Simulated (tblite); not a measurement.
C5H13BNP.
Atom-mapped SMILES: `[CH2:1]=[CH:2][CH2:3][C:4](=[CH2:5])[B@H-:6]([NH3+:7])[PH2:8]` (hydrogens: H9, H10 on C1; H11 on C2; H12, H13 on C3; H14, H15 on C5; H16 on B6; H17, H18, H19 on N7; H20, H21 on P8)
Bond orders are those of one Lewis drawing.

Computed with GFN2-xTB (tblite), gas phase: L-BFGS steps from a force-field or distance-geometry start until the largest atomic force falls under 0.01 eV/Å.

Step 209: E = -651.0900 eV
```
atom  x, y, z in Å  |  force x, y, z in eV/Å
C1      2.9627    1.1540    0.8513   -0.038  -0.041  -0.002
C2      1.8684    0.4173    0.8964    0.004   0.007  -0.003
C3      1.4088   -0.4707   -0.2182    0.059  -0.034   0.025
C4     -0.0425   -0.2149   -0.5521    0.057  -0.035   0.017
C5     -0.3159    0.3794   -1.7082    0.002   0.045  -0.059
B6     -1.1412   -0.6836    0.5105   -0.039   0.032   0.008
N7     -2.4158   -1.2630   -0.3557    0.021   0.014   0.049
P8     -1.9500    0.8118    1.5630    0.039  -0.046   0.015
H9      3.2684    1.7825    1.6710   -0.006   0.000  -0.011
H10     3.6081    1.1454   -0.0132    0.004   0.040   0.021
H11     1.2259    0.4298    1.7684    0.030  -0.012  -0.034
H12     2.0449   -0.3170   -1.0944   -0.011  -0.005   0.023
H13     1.5104   -1.5127    0.1049    0.007   0.010   0.018
H14     0.4568    0.6792   -2.4013   -0.012   0.001   0.002
H15    -1.3187    0.6346   -2.0228   -0.039   0.012   0.004
H16    -0.8024   -1.5587    1.2408   -0.026  -0.011  -0.020
H17    -2.1804   -2.1496   -0.7910   -0.009  -0.003   0.004
H18    -2.6224   -0.5748   -1.0740   -0.005   0.026  -0.033
H19    -3.2189   -1.3651    0.2579   -0.016  -0.034   0.020
H20    -1.3270    1.8691    0.9284    0.000   0.031  -0.032
H21    -1.0279    0.8240    2.5924   -0.021   0.002  -0.014
```

Step 210: E = -651.0912 eV
```
atom  x, y, z in Å  |  force x, y, z in eV/Å
C1      2.9531    1.1523    0.8630   -0.022  -0.045  -0.005
C2      1.8719    0.3960    0.9024    0.005   0.005  -0.001
C3      1.4155   -0.4727   -0.2283    0.016  -0.012   0.030
C4     -0.0374   -0.2148   -0.5552    0.026  -0.052   0.034
C5     -0.3185    0.3744   -1.7119   -0.005   0.058  -0.080
B6     -1.1365   -0.6764    0.5121   -0.026   0.048   0.017
N7     -2.4120   -1.2631   -0.3487    0.035   0.021   0.045
P8     -1.9501    0.8271    1.5523    0.037  -0.051   0.001
H9      3.2596    1.7643    1.6947   -0.015   0.005  -0.010
H10     3.5899    1.1759   -0.0084   -0.012   0.033   0.033
H11     1.2369    0.3759    1.7799    0.043  -0.002  -0.036
H12     2.0481   -0.2990   -1.1021    0.009  -0.004  -0.001
H13     1.5214   -1.5200    0.0740    0.002  -0.002   0.025
H14     0.4476    0.6708   -2.4133    0.012   0.001   0.001
H15    -1.3226    0.6305   -2.0220   -0.039   0.002   0.021
H16    -0.7988   -1.5445    1.2522   -0.026  -0.006  -0.038
H17    -2.1741   -2.1490   -0.7839   -0.014  -0.007   0.009
H18    -2.6299   -0.5785   -1.0670    0.012   0.035  -0.039
H19    -3.2104   -1.3659    0.2702   -0.029  -0.052   0.035
H20    -1.3310    1.8827    0.9103    0.003   0.021  -0.027
H21    -1.0315    0.8509    2.5840   -0.012   0.003  -0.015
```

**Question.** Estimate the geometry and energy of step 211. (The exact step hangs on the optimiser's Hessian estimate; all steps are aligned on step 210, rigid shifts and turns removed.)

**Answer.** E = -651.0922 eV, largest force 0.093 eV/Å
```
atom  x, y, z in Å  |  force x, y, z in eV/Å
C1      2.9443    1.1507    0.8710   -0.024  -0.052   0.013
C2      1.8725    0.3809    0.9051    0.017   0.004  -0.004
C3      1.4206   -0.4759   -0.2359   -0.013   0.002   0.018
C4     -0.0329   -0.2155   -0.5589   -0.011  -0.054   0.050
C5     -0.3190    0.3736   -1.7145   -0.007   0.051  -0.077
B6     -1.1328   -0.6701    0.5128   -0.003   0.039   0.009
N7     -2.4089   -1.2642   -0.3417    0.022   0.032   0.027
P8     -1.9488    0.8387    1.5422    0.026  -0.041  -0.008
H9      3.2500    1.7526    1.7099   -0.022   0.016   0.007
H10     3.5773    1.1958   -0.0016   -0.009   0.025   0.010
H11     1.2410    0.3383    1.7840    0.048   0.010  -0.024
H12     2.0511   -0.2880   -1.1077    0.021  -0.012  -0.011
H13     1.5295   -1.5262    0.0538   -0.001  -0.006   0.021
H14     0.4428    0.6663   -2.4217    0.022   0.006  -0.001
H15    -1.3245    0.6326   -2.0186   -0.032  -0.004   0.026
H16    -0.7966   -1.5339    1.2592   -0.020   0.000  -0.042
H17    -2.1697   -2.1486   -0.7794   -0.012  -0.008   0.015
H18    -2.6373   -0.5813   -1.0588    0.021   0.033  -0.033
H19    -3.2027   -1.3707    0.2826   -0.025  -0.057   0.034
H20    -1.3308    1.8932    0.8963    0.003   0.008  -0.021
H21    -1.0340    0.8686    2.5762    0.000   0.008  -0.009
```

The energy changes by -0.0010 eV. The first-order estimate −F·Δx gives -0.0013 eV and the mean of the old and new forces, exact on a quadratic surface, -0.0009 eV. The step makes an angle of 85° with the force vector and moves no atom by more than 0.038 Å.

The cost below is that of the whole relaxation. Time: 3.7 s. Hardware: Arm Neoverse N1, one thread, on a shared host.
